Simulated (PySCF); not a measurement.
C4H6NO, SMILES O=C1CCC[N]1, multiplicity 2. Atoms are numbered in the order given.

```xyz
12

O      1.9225    -0.6738    -0.4673
C      0.7971    -0.2898    -0.2266
C      0.3906     1.1215     0.1825
C     -1.0231     0.9332     0.7141
C     -1.4706    -0.3482    -0.0120
N     -0.3145    -1.1254    -0.3233
H      0.4134     1.7518    -0.7236
H      1.1137     1.5491     0.8898
H     -1.0044     0.7541     1.8006
H     -1.6925     1.7851     0.5327
H     -1.9648    -0.1117    -0.9803
H     -2.2074    -0.9604     0.5349
```
Charge 0, spin multiplicity 2.

The structure is a stationary point at PBE0-D3(BJ)/def2-SVP. The isomer is the one that the SMILES or the coordinates give; other isomers of the formula were not compared. Other conformers were not sampled.

Level of theory: PBE/def2-TZVP run with PySCF.

Isolated molecule, no solvent.

Computed frontier levels, dipole moment and polarisability:
```
Item                                                                                                            Result
---------------------------------------------------------------------------------------------  -----------------------
α spin, highest occupied and lowest empty level                                                     -6.15 and -1.02 eV
β spin, highest occupied and lowest empty level                                                     -5.97 and -5.23 eV
dipole moment                                                                                                   4.33 D
quadrupole, principal values (traceless, Buckingham form, about the centre of nuclear charge)    -6.80, 1.48, 5.32 D·Å
mean static polarisability                                                                        57.7 bohr³ (8.54 Å³)
polarisability, principal values                                                                44.3, 56.2, 72.5 bohr³
⟨S²⟩                                                                                           0.757 (pure state 0.75)
```
